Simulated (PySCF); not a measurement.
## Excitation energy of Tc by level of theory

Tc [Kr] 4d5 5s2 (6S) → Tc [Kr] 4d5 5s1 5p1 (8P), as a difference of total energies. All numbers are calculated (PySCF 2.14, a scalar-relativistic core potential, in aug-cc-pVDZ-PP with ECP28MDF). Correlated levels: valence: 4s2 4p6 frozen. The calculations carry no spin-orbit coupling.

| method | excitation energy (eV) | error (eV) |
| --- | --- | --- |
| UHF | 0.765 | -1.347 |
| LDA | 2.299 | +0.187 |
| PBE | 2.013 | -0.099 |
| PBE0 | 1.821 | -0.291 |
| r2SCAN | 1.624 | -0.488 |
| HSE06 | 1.837 | -0.275 |
| B2PLYP | 2.283 | +0.171 |
| BLYP | 2.579 | +0.467 |
| M06-2X | 2.860 | +0.748 |
| MP2 (valence) | 1.722 | -0.390 |
| SCS-MP2 (valence) | 2.069 | -0.043 |

Reference: 2.112 eV (measured; NIST levels, between the centres of gravity of the two terms).

Errors of the correlated levels include the incompleteness of this basis and the frozen core.
